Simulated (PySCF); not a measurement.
Species: CH6BClSi.
Bonds: B1–C2, C2–Si3, Si3–Cl4. Hydrogens: H5, H6 on B1; H7, H8 on C2; H9, H10 on Si3.

Computed by this run: PBE0-D3(BJ)/def2-SVP geometry optimisation, gas phase (PySCF); density fitting, grid level 1; the optimiser is geomeTRIC in internal coordinates, started from a GFN2-xTB structure with every atom displaced at random (about 0.01 Å).

Step 0: E = -22194.8162 eV
```
atom  x, y, z in Å  |  force x, y, z in eV/Å
B1     -0.8879    0.2983    0.8319    0.227   1.345  -0.802
C2      0.2489    1.3302    0.9879    0.210  -0.203  -0.069
Si3     1.8515    0.4797    0.4231   -0.116   0.610   1.142
Cl4     3.4111    1.8147    0.6350    0.184   0.213   0.002
H5     -1.4927    0.2460   -0.1959   -0.151  -0.169  -0.388
H6     -1.1865   -0.3987    1.6982   -0.297  -1.055   1.143
H7      0.4174    1.6558    2.0208    0.175  -0.154   0.277
H8      0.1590    2.2338    0.3706   -0.037  -0.030  -0.316
H9      1.8189    0.0984   -0.9570   -0.138  -0.328  -1.109
H10     2.1892   -0.6779    1.2755   -0.058  -0.230   0.120
```

Step 1: E = -22194.9206 eV
```
atom  x, y, z in Å  |  force x, y, z in eV/Å
B1     -0.9295    0.3403    0.8357    0.057  -0.316   0.104
C2      0.2652    1.3044    0.9775    0.111   0.208   0.071
Si3     1.8849    0.4980    0.4499   -0.161  -0.012  -0.249
Cl4     3.4249    1.8777    0.6530   -0.085  -0.072   0.015
H5     -1.5351    0.2582   -0.2061   -0.064   0.029  -0.031
H6     -1.2290   -0.4178    1.7408    0.012   0.142  -0.109
H7      0.4530    1.6156    2.0196   -0.012   0.007  -0.001
H8      0.1816    2.1921    0.3260    0.031  -0.022   0.023
H9      1.8217    0.1043   -0.9920    0.049   0.026   0.123
H10     2.1912   -0.6925    1.2857    0.062   0.010   0.052
```

Task: Estimate the geometry and energy of step 2. (The exact step hangs on the optimiser's Hessian estimate; all steps are aligned on step 1, rigid shifts and turns removed.)

Result: E = -22194.9268 eV, largest force 0.086 eV/Å
```
atom  x, y, z in Å  |  force x, y, z in eV/Å
B1     -0.9220    0.3319    0.8326   -0.016  -0.035   0.034
C2      0.2672    1.3075    0.9792   -0.011   0.078   0.035
Si3     1.8762    0.4954    0.4425   -0.030  -0.038  -0.053
Cl4     3.4112    1.8732    0.6555    0.002   0.003   0.000
H5     -1.5419    0.2610   -0.2044    0.014  -0.002  -0.006
H6     -1.2279   -0.4133    1.7378    0.020   0.017  -0.024
H7      0.4555    1.6165    2.0218    0.000  -0.018  -0.013
H8      0.1858    2.1955    0.3295    0.005  -0.008  -0.001
H9      1.8284    0.0998   -0.9926    0.002  -0.004   0.016
H10     2.1965   -0.6869    1.2881    0.014   0.008   0.011
```

The energy changes by -0.0062 eV. The first-order estimate −F·Δx gives -0.0107 eV and the mean of the old and new forces, exact on a quadratic surface, -0.0060 eV. The step makes an angle of 49° with the force vector and moves no atom by more than 0.015 Å.

The cost below is that of the whole optimisation. On Arm Neoverse V2, one thread, shared host, this took 17 s and 0.39 GiB of memory at its peak.
